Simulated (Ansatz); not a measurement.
The same path of C2H3BF2 (8 atoms, charge 0, multiplicity 1) was run twice with different band settings.

Level of theory: Ansatz 0.2.0, RKS PBE-D4/def2-SVP.

Relaxed end points:

```xyz
8
Properties=species:S:1:pos:R:3
C -0.090 0.514 1.156
C -0.502 -0.202 0.087
B 0.396 -0.392 -1.167
F -0.009 -1.106 -2.219
F 1.614 0.151 -1.247
H -0.718 0.654 2.053
H 0.904 0.992 1.172
H -1.503 -0.667 0.108
```

```xyz
8
Properties=species:S:1:pos:R:3
C -0.091 0.515 1.156
C -0.501 -0.204 0.088
B 0.396 -0.392 -1.166
F 1.612 0.156 -1.249
F -0.006 -1.111 -2.216
H -0.718 0.655 2.053
H 0.903 0.995 1.170
H -1.502 -0.670 0.109
```

Common settings: movable images 9; climbing image yes; spring 5.0 eV/Å²; optimiser quadratic models (default); start path through a guess of the saddle point; iteration limit 60; end points relaxed.

| run | force threshold |
| --- | --- |
| 1 | 0.03 eV/Å |
| 2 | 0.2 eV/Å |

Q: What does each run give, and how far can it be trusted?

A: Run 1: converged after 28 iterations, highest image 0.233 eV above the first end. A vibrational analysis at the climbing image gives one clearly imaginary mode, 132i cm⁻¹: a first-order saddle point.
Run 2: converged after 18 iterations, highest image 0.233 eV above the first end. The threshold of 0.2 eV/Å is loose, so the images may lie well off the minimum-energy path. Another band between the same ends (9 images) ends at a top of the same energy, where a vibrational analysis finds 1 clearly imaginary mode.
